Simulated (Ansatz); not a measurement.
Ansatz (an electronic-structure program) input (SVWN5/def2-TZVPD):

Ansatz 0.2 input:
```yaml
crystal:
  periodic: [false, false, false]
  atoms:
    - {symbol: C, position_ang: [1.90141299, -0.05217636, -0.09442359]}
    - {symbol: C, position_ang: [0.70093433, -0.25253804, -0.02282839]}
    - {symbol: C, position_ang: [-0.65139252, -0.45644482, 0.05670353]}
    - {symbol: O, position_ang: [-1.55756717, 0.56053748, 0.05076025]}
    - {symbol: H, position_ang: [2.94865388, 0.11205656, -0.15633797]}
    - {symbol: H, position_ang: [-1.10509655, -1.43199182, 0.12996647]}
    - {symbol: H, position_ang: [-1.08874878, 1.40259078, -0.01641985]}
basis:
  gaussian:
    orbitals: def2-TZVPD
hamiltonian:
  xc: {name: SVWN5}
magnetization: {spin_polarized: true, initial_magnetization: 1}
output: {forces: true}
```

End of the output:

```
integrals: 0.06 GiB planned
859 factors; their error is unknown
mean field: 0.77 GiB planned
mean field evaluation 1: about -5152.6087 eV, gradient 4.5e1 eV
mean field evaluation 2: about -5141.3764 eV, gradient 6.6e1 eV
mean field evaluation 4: about -5161.4011 eV, gradient 1.0e1 eV
mean field evaluation 8: about -5161.8789 eV, gradient 7.1e-2 eV
mean field evaluation 16: about -5161.8568 eV, gradient 1.1e-4 eV
mean field -5161.85681224 eV, -189.6947390177 hartree, gradient 3.0e-5 eV, S^2 0.754058; 0 other end points of the search recorded, 0 dependent functions left out
the calculation of the forces begins
reference -5161.85685623 eV, -189.6947406340 hartree; 15, 14 occupied and 163, 164 virtual orbitals, 859 factors
Total energy: -5161.85685623 eV, -189.6947406340 hartree
Atom 0 at     1.901413    -0.052176    -0.094424 Å, force     0.129898     0.027789    -0.008061 eV/Å
Atom 1 at     0.700934    -0.252538    -0.022828 Å, force    -1.020237    -0.113813     0.057946 eV/Å
Atom 2 at    -0.651393    -0.456445     0.056704 Å, force     0.205887     0.822054    -0.052726 eV/Å
Atom 3 at    -1.557567     0.560537     0.050760 Å, force     0.072440    -0.898789     0.042452 eV/Å
Atom 4 at     2.948654     0.112057    -0.156338 Å, force     0.481518     0.076779    -0.028533 eV/Å
Atom 5 at    -1.105097    -1.431992     0.129966 Å, force    -0.191335    -0.400724     0.030348 eV/Å
Atom 6 at    -1.088749     1.402591    -0.016420 Å, force     0.321829     0.486704    -0.041427 eV/Å
Dipole moment:     0.125294     0.154050    -0.014309 e Å
```

It need not be the lowest isomer of its formula.
